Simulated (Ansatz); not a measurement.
Ansatz (a program for electronic structure) job for F4Zr, SMILES [F][Zr+]([F])([F])[F] (connectivity only; charge and spin as stated), charge +1, multiplicity 2, B3LYP-D3(BJ)/def2-SVP. 

Ansatz 0.2 input:
```yaml
crystal:
  periodic: [false, false, false]
  atoms:
    - {symbol: Zr, position_ang: [-0.00000000, 0.00000000, -0.00000000]}
    - {symbol: F, position_ang: [1.08066938, 1.08066938, 1.08066937]}
    - {symbol: F, position_ang: [-1.08066937, 1.08066938, -1.08066938]}
    - {symbol: F, position_ang: [-1.08066938, -1.08066938, 1.08066938]}
    - {symbol: F, position_ang: [1.08066938, -1.08066938, -1.08066938]}
basis:
  gaussian:
    orbitals: def2-SVP
hamiltonian:
  xc: b3lyp
  dispersion: d3bj
total_charge: 1
magnetization: {spin_polarized: true, initial_magnetization: 1}
relax: {f_tol: 0.002, max_steps: 200}
```

It prints:

```
WARN ansatz: RAYON_NUM_THREADS=1 ignored (pool sized by the plan → 1); use --threads N
Functional definition: B3LYP
integrals: 0.04 GiB planned
911 factors; integrals over basis functions are off by at most 2.1e-4 eV
mean field: 0.52 GiB planned
mean field evaluation 1: about -12122.1689 eV, gradient 6.3e1 eV
mean field evaluation 2: about -12055.9090 eV, gradient 1.6e2 eV
mean field evaluation 4: about -12131.7554 eV, gradient 2.8e1 eV
mean field evaluation 8: about -12134.6555 eV, gradient 3.5e-1 eV
mean field evaluation 16: about -12134.6560 eV, gradient 5.2e-3 eV
mean field evaluation 32: about -12134.6560 eV, gradient 1.4e-5 eV
mean field evaluation 64: about -12134.6560 eV, gradient 1.5e-7 eV
mean field evaluation 96: about -12134.6560 eV, gradient 2.1e-6 eV
mean field evaluation 128: about -12134.6329 eV, gradient 6.4e-2 eV
mean field evaluation 160: about -12134.6560 eV, gradient 1.5e-4 eV
mean field -12134.65604061 eV, -445.9403843272 hartree, gradient 1.5e-10 eV, S^2 0.759861; 11 other end points of the search recorded, 0 dependent functions left out
the calculation of the forces begins
reference -12134.65636227 eV, -445.9403961479 hartree; 24, 23 occupied and 63, 64 virtual orbitals, 911 factors
WARN: the results are in doubt because the forces break the atoms' symmetry
[...]
the calculation of the forces begins
reference -12134.87771360 eV, -445.9485306594 hartree; 24, 23 occupied and 63, 64 virtual orbitals, 911 factors
relax step   4: F+E_penalty+E_count = -12135.00231055 eV  Δ(F+E_penalty+E_count) = -3.470e-2 eV  max|allowed force component| = 7.157e-1 eV/Å  Δτ_max = 0.0426 Å  (183 SCF iters, accepted)
these checks for a lower state are left out or cut short: starts, cluster_reference, orbital_swaps, neighbouring_geometries, increment
integrals: 0.04 GiB planned
911 factors; integrals over basis functions are off by at most 2.2e-4 eV
mean field: 0.51 GiB planned
mean field -12134.85819343 eV, -445.9478133063 hartree, gradient 8.9e-6 eV, S^2 0.767574; 0 other end points of the search recorded, 0 dependent functions left out
the calculation of the forces begins
reference -12134.85851684 eV, -445.9478251915 hartree; 24, 23 occupied and 63, 64 virtual orbitals, 911 factors
relax step   5: F+E_penalty+E_count = -12134.98282805 eV  Δ(F+E_penalty+E_count) = +1.948e-2 eV  max|allowed force component| = 1.219e0 eV/Å  Δτ_max = 0.0572 Å  (77 SCF iters, rejected (line search))
these checks for a lower state are left out or cut short: starts, cluster_reference, orbital_swaps, neighbouring_geometries, increment
integrals: 0.04 GiB planned
911 factors; integrals over basis functions are off by at most 2.2e-4 eV
mean field: 0.51 GiB planned
mean field -12134.90013993 eV, -445.9493548118 hartree, gradient 2.5e-6 eV, S^2 0.766574; 0 other end points of the search recorded, 0 dependent functions left out
the calculation of the forces begins
reference -12134.90046307 eV, -445.9493666868 hartree; 24, 23 occupied and 63, 64 virtual orbitals, 911 factors
relax step   6: F+E_penalty+E_count = -12135.02531711 eV  Δ(F+E_penalty+E_count) = -2.301e-2 eV  max|allowed force component| = 3.737e-1 eV/Å  Δτ_max = 0.0280 Å  (97 SCF iters, accepted)
these checks for a lower state are left out or cut short: starts, cluster_reference, orbital_swaps, neighbouring_geometries, increment
integrals: 0.04 GiB planned
911 factors; integrals over basis functions are off by at most 2.2e-4 eV
mean field: 0.51 GiB planned
mean field evaluation 320: about -12134.7923 eV, gradient 3.8e0 eV
mean field -12134.93566516 eV, -445.9506603399 hartree, gradient 5.7e-6 eV, S^2 0.765767; 0 other end points of the search recorded, 0 dependent functions left out
the calculation of the forces begins
reference -12134.93598755 eV, -445.9506721873 hartree; 24, 23 occupied and 63, 64 virtual orbitals, 911 factors
relax step   7: F+E_penalty+E_count = -12135.06122261 eV  Δ(F+E_penalty+E_count) = -3.591e-2 eV  max|allowed force component| = 1.137e0 eV/Å  Δτ_max = 0.0685 Å  (84 SCF iters, accepted)
these checks for a lower state are left out or cut short: starts, cluster_reference, orbital_swaps, neighbouring_geometries, increment
integrals: 0.04 GiB planned
911 factors; integrals over basis functions are off by at most 2.2e-4 eV
mean field: 0.51 GiB planned
mean field -12135.05604320 eV, -445.9550841510 hartree, gradient 1.5e-5 eV, S^2 0.765768; 0 other end points of the search recorded, 0 dependent functions left out
the calculation of the forces begins
reference -12135.05636480 eV, -445.9550959698 hartree; 24, 23 occupied and 63, 64 virtual orbitals, 911 factors
relax step   8: F+E_penalty+E_count = -12135.18175206 eV  Δ(F+E_penalty+E_count) = -1.205e-1 eV  max|allowed force component| = 1.464e0 eV/Å  Δτ_max = 0.1408 Å  (72 SCF iters, accepted)
these checks for a lower state are left out or cut short: starts, cluster_reference, orbital_swaps, neighbouring_geometries, increment
integrals: 0.04 GiB planned
913 factors; integrals over basis functions are off by at most 2.0e-4 eV
mean field: 0.51 GiB planned
mean field evaluation 352: about -12135.2678 eV, gradient 4.3e-4 eV
mean field -12135.26781383 eV, -445.9628665782 hartree, gradient 1.4e-5 eV, S^2 0.763440; 0 other end points of the search recorded, 0 dependent functions left out
the calculation of the forces begins
reference -12135.26813365 eV, -445.9628783316 hartree; 24, 23 occupied and 63, 64 virtual orbitals, 913 factors
relax step   9: F+E_penalty+E_count = -12135.39362749 eV  Δ(F+E_penalty+E_count) = -2.119e-1 eV  max|allowed force component| = 7.666e-1 eV/Å  Δτ_max = 0.1949 Å  (56 SCF iters, accepted)
these checks for a lower state are left out or cut short: starts, cluster_reference, orbital_swaps, neighbouring_geometries, increment
integrals: 0.04 GiB planned
913 factors; integrals over basis functions are off by at most 2.0e-4 eV
mean field: 0.51 GiB planned
mean field -12135.37963946 eV, -445.9669760946 hartree, gradient 1.5e-5 eV, S^2 0.761474; 0 other end points of the search recorded, 0 dependent functions left out
the calculation of the forces begins
reference -12135.37995751 eV, -445.9669877826 hartree; 24, 23 occupied and 63, 64 virtual orbitals, 913 factors
relax step  10: F+E_penalty+E_count = -12135.50550146 eV  Δ(F+E_penalty+E_count) = -1.119e-1 eV  max|allowed force component| = 4.902e-1 eV/Å  Δτ_max = 0.1141 Å  (44 SCF iters, accepted)
these checks for a lower state are left out or cut short: starts, cluster_reference, orbital_swaps, neighbouring_geometries, increment
integrals: 0.04 GiB planned
914 factors; integrals over basis functions are off by at most 2.0e-4 eV
mean field: 0.51 GiB planned
mean field -12135.30045028 eV, -445.9640659456 hartree, gradient 1.8e-5 eV, S^2 0.758346; 0 other end points of the search recorded, 0 dependent functions left out
the calculation of the forces begins
reference -12135.30076552 eV, -445.9640775306 hartree; 24, 23 occupied and 63, 64 virtual orbitals, 914 factors
relax step  11: F+E_penalty+E_count = -12135.42599448 eV  Δ(F+E_penalty+E_count) = +7.951e-2 eV  max|allowed force component| = 1.000e0 eV/Å  Δτ_max = 0.1598 Å  (38 SCF iters, rejected (line search))
these checks for a lower state are left out or cut short: starts, cluster_reference, orbital_swaps, neighbouring_geometries, increment
integrals: 0.04 GiB planned
913 factors; integrals over basis functions are off by at most 2.0e-4 eV
mean field: 0.51 GiB planned
mean field -12135.40849535 eV, -445.9680365288 hartree, gradient 1.7e-5 eV, S^2 0.760173; 0 other end points of the search recorded, 0 dependent functions left out
the calculation of the forces begins
reference -12135.40881226 eV, -445.9680481750 hartree; 24, 23 occupied and 63, 64 virtual orbitals, 913 factors
relax step  12: F+E_penalty+E_count = -12135.53422234 eV  Δ(F+E_penalty+E_count) = -2.872e-2 eV  max|allowed force component| = 1.828e-1 eV/Å  Δτ_max = 0.0693 Å  (40 SCF iters, accepted)
these checks for a lower state are left out or cut short: starts, cluster_reference, orbital_swaps, neighbouring_geometries, increment
integrals: 0.04 GiB planned
913 factors; integrals over basis functions are off by at most 2.0e-4 eV
mean field: 0.51 GiB planned
mean field -12135.40865926 eV, -445.9680425523 hartree, gradient 1.5e-5 eV, S^2 0.760222; 0 other end points of the search recorded, 0 dependent functions left out
the calculation of the forces begins
reference -12135.40897625 eV, -445.9680542016 hartree; 24, 23 occupied and 63, 64 virtual orbitals, 913 factors
relax step  13: F+E_penalty+E_count = -12135.53444336 eV  Δ(F+E_penalty+E_count) = -2.210e-4 eV  max|allowed force component| = 1.859e-1 eV/Å  Δτ_max = 0.0078 Å  (43 SCF iters, accepted)
these checks for a lower state are left out or cut short: starts, cluster_reference, orbital_swaps, neighbouring_geometries, increment
integrals: 0.04 GiB planned
913 factors; integrals over basis functions are off by at most 2.0e-4 eV
mean field: 0.51 GiB planned
mean field evaluation 384: about -12135.4088 eV, gradient 2.9e-1 eV
mean field -12135.40910612 eV, -445.9680589741 hartree, gradient 1.1e-5 eV, S^2 0.760220; 0 other end points of the search recorded, 0 dependent functions left out
the calculation of the forces begins
reference -12135.40942310 eV, -445.9680706228 hartree; 24, 23 occupied and 63, 64 virtual orbitals, 913 factors
relax step  14: F+E_penalty+E_count = -12135.53485778 eV  Δ(F+E_penalty+E_count) = -4.144e-4 eV  max|allowed force component| = 1.377e-2 eV/Å  Δτ_max = 0.0038 Å  (34 SCF iters, accepted)
these checks for a lower state are left out or cut short: starts, cluster_reference, orbital_swaps, neighbouring_geometries, increment
integrals: 0.04 GiB planned
913 factors; integrals over basis functions are off by at most 2.0e-4 eV
mean field: 0.51 GiB planned
mean field -12135.40916548 eV, -445.9680611556 hartree, gradient 2.2e-5 eV, S^2 0.760218; 0 other end points of the search recorded, 0 dependent functions left out
the calculation of the forces begins
reference -12135.40948246 eV, -445.9680728044 hartree; 24, 23 occupied and 63, 64 virtual orbitals, 913 factors
relax step  15: F+E_penalty+E_count = -12135.53491303 eV  Δ(F+E_penalty+E_count) = -5.525e-5 eV  max|allowed force component| = 2.298e-3 eV/Å  Δτ_max = 0.0057 Å  (34 SCF iters, accepted)
these checks for a lower state are left out or cut short: starts, cluster_reference, orbital_swaps, neighbouring_geometries, increment
integrals: 0.04 GiB planned
913 factors; integrals over basis functions are off by at most 2.0e-4 eV
mean field: 0.51 GiB planned
mean field -12135.40916599 eV, -445.9680611743 hartree, gradient 4.5e-5 eV, S^2 0.760217; 0 other end points of the search recorded, 0 dependent functions left out
the calculation of the forces begins
reference -12135.40948297 eV, -445.9680728230 hartree; 24, 23 occupied and 63, 64 virtual orbitals, 913 factors
relax step  16: F+E_penalty+E_count = -12135.53491411 eV  Δ(F+E_penalty+E_count) = -1.079e-6 eV  max|allowed force component| = 8.473e-5 eV/Å  Δτ_max = 0.0008 Å  (32 SCF iters, accepted)
integrals: 0.04 GiB planned
913 factors; integrals over basis functions are off by at most 2.0e-4 eV
mean field: 0.51 GiB planned
mean field evaluation 416: about -12135.4092 eV, gradient 2.0e-3 eV
mean field -12135.40916599 eV, -445.9680611743 hartree, gradient 4.5e-5 eV, S^2 0.760217; 3 other end points of the search recorded, 0 dependent functions left out
the calculation of the forces begins
reference -12135.40948297 eV, -445.9680728230 hartree; 24, 23 occupied and 63, 64 virtual orbitals, 913 factors
Total energy: -12135.53523109 eV, -445.9726939813 hartree
Atom 0 at    -0.000809     0.297314    -0.000765 Å, force    -0.000051     0.000085     0.000064 eV/Å
Atom 1 at     1.099525     1.308290     1.094366 Å, force     0.000014    -0.000030    -0.000065 eV/Å
Atom 2 at    -1.107561     1.296762    -1.100005 Å, force     0.000067    -0.000069     0.000007 eV/Å
Atom 3 at    -0.715984    -1.451662     0.727810 Å, force    -0.000049    -0.000056     0.000017 eV/Å
Atom 4 at     0.724829    -1.450703    -0.721406 Å, force     0.000019     0.000070    -0.000023 eV/Å
Dipole moment:     0.000140     0.032090    -0.000330 e Å
```

The run converged.

Cost: about 2.7 core-minutes (a rough figure).
